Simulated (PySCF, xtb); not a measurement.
CHF2, SMILES F[CH]F, multiplicity 2.

Harmonic wavenumbers (cm⁻¹) from GFN2-xTB (xtb) at its own minimum, in rising order: 467, 748, 1141, 1154, 1227, 3052.

What does PBE0-D3(BJ)/def2-TZVP (PySCF) give at its own minimum? (The exact figures need the calculation; the answer reports its results.)

557, 1003, 1203, 1217, 1346, 3131. Paired by order, the mean absolute difference is 111 cm⁻¹ and the zero-point energies are 11.1 and 12.1 kcal/mol.
